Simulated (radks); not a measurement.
The numbers below are computed, except where a source is named.
Question: Radial electron density D(r) = 4 pi r^2 rho(r) of an atom or ion with 40 electrons. Level of theory: scalar-relativistic Kohn-Sham, PBE, spin-unpolarised, spherical densities, point nucleus (a radial shooting solver on a logarithmic mesh with Libxc functionals).

```
   r/bohr * D(r) (the largest magnitude, 65.1, reaches the edge; | marks zero)
 0.002843 |   *
 0.003762 |      *
 0.005018 |          *
 0.006693 |               *
 0.008927 |                      *
  0.01191 |                              *
  0.01588 |                                      *
  0.02101 |                                           *
  0.02802 |                                           *
  0.03738 |                                        *
  0.04985 |                                     *
  0.06649 |                                         *
  0.08868 |                                                   *
   0.1173 |                                                      *
   0.1565 |                                            *
   0.2087 |                                  *
   0.2784 |                                      *
   0.3713 |                                        *
   0.4952 |                          *
   0.6605 |            *
    0.874 |         *
    1.166 |       *
    1.555 |   *
    2.074 | *
    2.766 |*
    3.689 |*
    4.881 *
     6.51 *
    8.682 *
```

What is the nuclear charge?

Answer: Z = 42. The innermost maximum, from 1s, lies near gamma/Z bohr with gamma = sqrt(1 - (Z/c)^2) = 0.952, here 0.0227 bohr (found: 0.0247), and its height grows with Z. The density is that of the molybdenum ion Mo2+ in [Kr] 4d1.5 5s1 5p1.5; the configuration itself is not fixed sharply by these data, and Z only to a few units. D(r) has 3 maxima, at r = 0.0247, 0.109, 0.340 bohr, and minima at 0.0495, 0.219 bohr, inside which lie 2.02, 11.06 electrons.
